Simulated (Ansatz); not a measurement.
One change: `CBOC(C)=O` becomes `CC(=O)[O][SnH3]`.

Ansatz, PBE0-D4/def2-TZVP geometries, multiplicity 1. Each molecule was computed in one conformer, which needn't be the lowest.

Elements past krypton have def2 core potentials.

```json
{"property": "HOMO–LUMO gap (PBE/def2-TZVPP) / eV", "`CBOC(C)=O`": "4.68"}
{"property": "LUMO energy (ωB97M-V/def2-TZVPP) / eV", "`CBOC(C)=O`": "1.31"}
{"property": "HOMO energy (PBE0/def2-TZVPP) / eV", "`CBOC(C)=O`": "-8.19"}
{"property": "HOMO energy (ωB97M-V/def2-TZVPP) / eV", "`CBOC(C)=O`": "-10.64"}
{"property": "HOMO energy (B3LYP/def2-TZVPP) / eV", "`CBOC(C)=O`": "-7.94"}
{"property": "LUMO energy (PBE/def2-TZVPP) / eV", "`CBOC(C)=O`": "-1.85"}
```

(1) What does the change do to each property? (An estimate is asked.)

Answers

(1) Computed: 
```json
{"property": "HOMO–LUMO gap (PBE/def2-TZVPP) / eV", "`CC(=O)[O][SnH3]`": "5.17", "shift": "0.49"}
{"property": "LUMO energy (ωB97M-V/def2-TZVPP) / eV", "`CC(=O)[O][SnH3]`": "0.97", "shift": "-0.34"}
{"property": "HOMO energy (PBE0/def2-TZVPP) / eV", "`CC(=O)[O][SnH3]`": "-8.02", "shift": "0.17"}
{"property": "HOMO energy (ωB97M-V/def2-TZVPP) / eV", "`CC(=O)[O][SnH3]`": "-10.40", "shift": "0.24"}
{"property": "HOMO energy (B3LYP/def2-TZVPP) / eV", "`CC(=O)[O][SnH3]`": "-7.78", "shift": "0.16"}
{"property": "LUMO energy (PBE/def2-TZVPP) / eV", "`CC(=O)[O][SnH3]`": "-1.26", "shift": "0.59"}
```

With PBE0 the HOMO rises by 0.17 eV and the LUMO rises by 0.28 eV, so the gap widens by about 0.11 eV. PBE moves the HOMO by 0.10 eV and ωB97M-V by 0.24 eV. The zero-point energy changes by -76.8 kJ/mol with -6 modes.

B3LYP here is the variant with VWN-RPA as its local correlation; programs differ in this.
